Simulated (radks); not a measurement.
Dynamic dipole polarisability and lines of the fluorine ion F7+, [He]. All-electron calculation, scalar-relativistic Kohn-Sham, LB94 model potential, spin-polarised, spherical densities, finite nucleus; Fermi nuclear charge, rms radius of each element as measured or else 0.836 A^(1/3) + 0.57 fm. Program: a radial shooting solver on a logarithmic mesh with Libxc functionals. Time-dependent linear response with the Hartree and adiabatic LDA kernel, continuum included through the Sternheimer equations, no spin-orbit coupling, so fine structure and intercombination lines are absent. Lines are the poles of the dipole polarisability below minus the highest occupied eigenvalue, found on a grid refined at the orbital gaps; the lowest seven at most are given, and weak or close lines can be missed. The first line takes the name of the lowest orbital gap if no other gap lies below it; otherwise a line is named after a gap within 0.6 % of it, if that gap stands alone.

| photon energy (eV) | alpha (bohr^3) |
|---|---|
| 0 | 0.001644 |
| 46.161 | 0.001650 |
| 138.48 | 0.001693 |
| 230.81 | 0.001790 |
| 323.13 | 0.001959 |
| 415.45 | 0.002252 |
| 507.78 | 0.002800 |
| 600.10 | 0.004095 |
| 692.42 | 0.01141 |
| 784.74 | -0.003697 |
| 877.07 | 0.001035 |

Lines (eV, oscillator strength): 728.71 (1.701 nm, 1s-2p), f = 0.698; 844.55 (1.468 nm, 1s-3p), f = 0.142; 884.75 (1.401 nm, 1s-4p), f = 0.0543; 903.57 (1.372 nm, unassigned), f = 0.0266; 913.84 (1.357 nm, unassigned), f = 0.0150. Higher lines, where found, are left out when the end of the mesh affects them. Those listed give 74 % of the static polarisability (sum of f/w^2). Orbital energy gaps for comparison: 1s-2p 726.72 eV; 1s-3p 843.82 eV; 1s-4p 884.42 eV; 1s-5p 903.40 eV; 1s-6p 913.73 eV.
